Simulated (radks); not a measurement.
Ionisation ladder of indium, from In44+ to In48+. Each ion is in the ground configuration listed by NIST, and IE = E(next ion) - E(this ion), with E = 0 for the bare nucleus. Method: scalar-relativistic Kohn-Sham, exchange-only LDA, spin-polarised, spherical densities, point nucleus; open shells are filled with parallel spins first (spin-orbit coupling, left out, can overturn this in heavy ions); computed with a radial shooting solver on a logarithmic mesh with Libxc functionals.

| species | configuration | IE, Delta-SCF (eV) | -e(HOMO) (eV) | HOMO |
|---|---|---|---|---|
| In44+ | [He] 2s2 2p1 | 7281.3 | 7179.6 | 2p up |
| In45+ | [He] 2s2 | ? | 7673.5 | 2s |
| In46+ | [He] 2s1 | ? | 7876.8 | 2s up |
| In47+ | [He] | 32851 | 32543 | 1s |
| In48+ | 1s1 | 33723 | 33411 | 1s up |

Estimate the withheld Delta-SCF values.

Answer. In45+: 7749.4 eV (NIST 7754); In46+: 7953.9 eV (NIST 7953.1).
